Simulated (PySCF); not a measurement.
**Krypton: a sound run and one with changed settings**

Sound run: Kr⁺ [Ar] 3d10 4s2 4p5, Kr²⁺ [Ar] 3d10 4s2 4p4. All numbers are calculated (PySCF 2.14, scalar relativity by spin-free X2C-1e, in x2c-TZVPall (6s5p4d1f, 48 functions)). In the sound run the correlated levels freeze [Ar] 3d10. The sound run starts from symmetry-adapted Hartree-Fock orbitals and uses a fine grid where one is needed.

A second run was set up differently.

| species | method | sound run (hartree) | changed run (hartree) | converged |
| --- | --- | --- | --- | --- |
| Kr⁺ | MP2 | -2787.83715 | -2788.02045 | yes |
| Kr²⁺ | MP2 | -2786.95240 | -2787.13360 | yes |

Ionisation energy of Kr⁺:

| method | sound run (eV) | changed run (eV) |
| --- | --- | --- |
| UHF | 23.252 | 23.252 |
| MP2 | 24.075 | 24.132 |
| SCS-MP2 | 24.072 | 24.108 |

Q: What was changed?
A. basis contracted for another Hamiltonian
B. all electrons correlated in a valence basis
C. a valence shell is frozen
D. minimal basis

A: B. A valence basis has no tight correlating functions, so it recovers only part of the core correlation, and not evenly between atom and ion.
